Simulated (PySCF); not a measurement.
Stepwise substitution at one centre (Sn F-C2H5). Isolated molecules, 0 K electronic values unless said otherwise. One relaxed conformer stands for each flexible species; it need not be the lowest. Strings in code marks are SMILES.

The HOMO–LUMO gap from two functionals at the same geometries (PBE0-D4/def2-SVP), both in PySCF: PBE-D3(BJ)/def2-TZVP and PBE0-D4/def2-TZVP. 

```csv
species,PBE-D3(BJ)/def2-TZVP (eV)
0 of 4 F replaced by C2H5 (`[F][Sn]([F])([F])[F]`),5.31
1 of 4 F replaced by C2H5 (`C[CH2][Sn]([F])([F])[F]`),5.17
"2 of 4 F replaced by C2H5 (`C[CH2][Sn]([F])([F])[CH2]C` (C–C–Sn–F torsion 17°, F–Sn–C–C torsion 46°))",5.26
4 of 4 F replaced by C2H5,5.61
```

Question: What does PBE0-D4/def2-TZVP give for each?

Answer: 
- 0 of 4 F replaced by C2H5 (`[F][Sn]([F])([F])[F]`): 8.45
- 1 of 4 F replaced by C2H5 (`C[CH2][Sn]([F])([F])[F]`): 7.53
- 2 of 4 F replaced by C2H5 (`C[CH2][Sn]([F])([F])[CH2]C` (C–C–Sn–F torsion 17°, F–Sn–C–C torsion 46°)): 7.42
- 4 of 4 F replaced by C2H5: 7.57
Over these rows, drawn at random from the members with no instability flagged (it was tested for open shells, ions and some series alone), PBE minus PBE0-D4: mean -2.41 eV, from -3.15 eV to -1.96 eV.
